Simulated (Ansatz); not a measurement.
Computed with Ansatz on PBE0-D4/def2-TZVP structures; ΔE is electronic, products minus reactants. CBS: MP2 limit from def2 TZ/QZ plus the TZ coupled-cluster correction, frozen cores. This one scheme is used for every species, atoms too. Functionals use def2-TZVPP. HSE06 is defined as in plane-wave codes. Open shells (•) are unrestricted, without spin–orbit coupling. Spin–orbit coupling would lower the free atoms: a little for Al, B, C, O, Si. Each species was taken in one conformer, which may not be the lowest.

Reaction (atomization): `[OH][Al]([OH])[CH]1B[SiH2]1` → Al• + B• + C• + 6 H• + 2 O• + Si•

`[OH][Al]([OH])[CH]1B[SiH2]1`:

```xyz
12

O    -2.321    0.310    0.325
Al   -0.868   -0.271   -0.331
O    -0.758   -1.651   -1.312
C     0.600    1.032   -0.341
B     1.995    0.605   -0.500
Si    1.225    0.066    1.194
H    -3.166   -0.121    0.219
H    -1.425   -2.331   -1.360
H     0.139    1.982   -0.612
H     2.984    0.861   -1.100
H     1.320    0.634    2.560
H     0.274   -1.116    1.257
```

Q: What is ΔE at CCSD(T)/CBS? (Estimate.)

A: Ansatz gave: +4437.9 kJ/mol.

Q: What do these levels give: PBE-D4, revPBE-D4, r2SCAN-D4, PBE0-D4, r2SCAN0-D4, HSE06-D4, BHLYP-D4, BHLYP, LC-ωPBE, MP2/def2-SVP, CCSD(T)/def2-SVP, CCSD/CBS(def2)? (Estimate.)

A: Ansatz gave: PBE-D4 4496.6, revPBE-D4 4378.1, r2SCAN-D4 4470.1, PBE0-D4 4415.0, r2SCAN0-D4 4386.5, HSE06-D4 4417.8, BHLYP-D4 4276.6, BHLYP 4238.4, LC-ωPBE 4418.5, MP2/def2-SVP 4236.2, CCSD(T)/def2-SVP 4138.7, CCSD/CBS(def2) 4362.8 kJ/mol.

Largest T1 diagnostic among the species: 0.018.

At CCSD(T), def2-SVP lies −299.2 kJ/mol from the extrapolated value and def2-TZVPP −128.3 kJ/mol: correlation converges slowly with the basis, and small sets miss more of it in the bonded molecule than in its fragments. The D4 term adds +46.1 kJ/mol with B3LYP and +24.4 kJ/mol with PBE0; it sums over pairs of atoms, weighted by their polarisabilities, and B3LYP, whose exchange is more repulsive, gets the larger term. In def2-TZVPP, CCSD(T) changes the Hartree–Fock value by +1110.5 kJ/mol (the triples alone add +75.2 kJ/mol) and MP2 by +1222.8 kJ/mol; breaking electron pairs costs correlation energy, which Hartree–Fock lacks.

B3LYP here is the variant with VWN-RPA as its local correlation; programs differ in this.

For atomizations the MP2-based limit and the directly extrapolated one differ by several kJ/mol either way, and by 10 to 25 for some Ge, Se and Sn compounds, so smaller differences from it don't rank the levels.
